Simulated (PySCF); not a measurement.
C4H9NSi, SMILES C1CN([SiH3])CC=1.

Coordinates come from a r2SCAN-D4/def2-SVP optimisation. This is a generated structure with no PubChem entry under its InChIKey; it may be hypothetical. The values are those of a single conformer.

Level of theory: r2SCAN/def2-TZVP (PySCF).

Isolated molecule, no solvent.

| Quantity | Value |
|---|---|
| total energy | -501.99247 hartree |
| point group | Cs |
| highest occupied level | -5.11 eV |
| lowest empty level | -0.52 eV |
| orbital gap | 4.59 eV |
| dipole moment | 0.252 e·Å |
| quadrupole, principal values (traceless, Buckingham form, about the centre of nuclear charge) | -3.47, -0.10, 3.57 D·Å |
| mean static polarisability | 79.7 bohr³ (11.80 Å³) |
| polarisability, principal values | 62.4, 87.7, 88.8 bohr³ |
